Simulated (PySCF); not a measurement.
Species: C5H4ClO (charge +1).
Cartesian coordinates in Å at the PBE0-D3(BJ)/def2-SVP level; atoms count from 1:
```
atom  x, y, z in Å
Cl1   -1.8044    1.8681    1.1674
C2    -0.7399    0.7601    0.4893
C3    -1.1790   -0.5314    0.1393
C4    -0.2685   -1.3924   -0.4126
O5     0.9875   -1.0353   -0.6171
C6     1.4286    0.1685   -0.2979
C7     0.6049    1.1095    0.2601
H8    -2.2110   -0.8484    0.2991
H9    -0.4757   -2.4175   -0.7273
H10    2.4869    0.3090   -0.5279
H11    0.9911    2.0979    0.5154
```

Level of theory: PySCF 2.14.0, density-fitted response routines, TDDFT CAM-B3LYP/def2-SVPD, vertical, gas phase, core orbitals frozen in the response.

Transition dipole moments from the ground state, in atomic units and in the frame of the coordinates above (overall signs are arbitrary), for the states with f of 0.002 or more among the lowest 6:

```csv
state,E (hartree),μx,μy,μz
S2,0.1968,-0.722,-0.621,-0.033
S3,0.1978,-0.822,0.890,0.538
S4,0.2418,0.033,-0.044,0.120
S5,0.2475,-0.564,-0.522,-0.039
S6,0.2662,-0.858,0.890,0.551
```

**Question.** Work out the oscillator strengths.

**Answer.** f = (2/3) ΔE |μ|² with ΔE in hartree (27.2114 eV).

```
state  |μ|² (au)  |μ| (D)      f
   S2      0.908     2.42  0.119
   S3      1.757     3.37  0.232
   S4      0.018     0.34  0.003
   S5      0.592     1.96  0.098
   S6      1.832     3.44  0.325
```

**Question.** The point group is C2v. Which irreducible representation does each state belong to?

**Answer.** From a totally symmetric ground state, an allowed state transforms like the component of the dipole operator along its μ. Polarised along the twofold axis, so A1: S3 and S6. Polarised across the twofold axis, so B1 or B2: S2, S4 and S5. Which of B1 and B2 hangs on the choice of axes; S2 and S5 take one label and S4 the other.

**Question.** All atoms lie in one plane. Which transitions are polarised in it and which across it?

**Answer.** In the plane: S2, S3, S5 and S6. Perpendicular: S4. In-plane polarisation joins two orbitals of the same parity under reflection in the plane (π with π, or σ with σ, in-plane lone pairs counted as σ); perpendicular polarisation joins orbitals of opposite parity.

**Question.** What angle do the transition dipoles of S2 and S6 make?

**Answer.** |cos θ| = |μa·μb| / (|μa| |μb|) = 0.04, so θ ≈ 88° (taken between 0 and 90°, since the signs are arbitrary).

**Question.** What peak molar absorption coefficient would the strongest computed level give as a lone Gaussian band 0.4 eV wide at half height?

**Answer.** ε(max) = 2.175×10⁸ f / FWHM, with the width in cm⁻¹. S6: 2.175×10⁸ × 0.3252 / 3226 ≈ 22000 L mol⁻¹ cm⁻¹.
